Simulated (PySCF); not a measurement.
BrGaH3N, SMILES [NH2][GaH][Br]. Atoms are numbered in the order given.

```xyz
6

Ga    -0.4139    -0.8894     0.0000
H     -1.8971    -1.3450     0.0000
Br     0.1341     1.3588     0.0000
N      1.0151    -1.9959     0.0000
H      1.9737    -1.6636     0.0000
H      0.9551    -3.0085     0.0000
```
Charge 0, spin multiplicity 1.

Geometry: B3LYP-D3(BJ)/def2-SVP. The structure was generated by enumeration; whether it is a known compound was not checked. Other conformers were not sampled.

Level of theory: TDA-PBE0/def2-SVPD (PySCF).

Vertical excitations. Isolated molecule, no solvent. State labels are in the subgroup Cs.

Computed excitation energies, oscillator strengths and character:
```csv
state,symmetry,energy (eV),λ (nm),f,main pairs
S1,A",5.91,210,0.000,HOMO−1→LUMO 98 %
S2,A",5.94,209,0.009,HOMO→LUMO+1 97 %
S3,A',6.04,205,0.078,HOMO→LUMO 85 %
S4,A',6.43,193,0.053,HOMO−1→LUMO+1 81 %
S5,A",6.66,186,0.064,"HOMO→LUMO+2 79 %, HOMO−2→LUMO+1 17 %"
S6,A',6.71,185,0.071,HOMO−2→LUMO 81 %
S7,A",6.83,182,0.029,"HOMO−2→LUMO+1 75 %, HOMO→LUMO+2 16 %"
S8,A",7.12,174,0.019,HOMO−3→LUMO 97 %
S9,A',7.44,167,0.024,HOMO−1→LUMO+2 89 %
S10,A",7.61,163,0.009,HOMO→LUMO+3 89 %
T1,A',4.88,254,0,HOMO→LUMO 93 %
T2,A",5.53,224,0,HOMO→LUMO+1 92 %
T3,A",5.76,215,0,HOMO−1→LUMO 96 %
T4,A',5.94,209,0,"HOMO−1→LUMO+1 68 %, HOMO−2→LUMO 20 %"
```
Triplets are in the Tamm–Dancoff approximation.
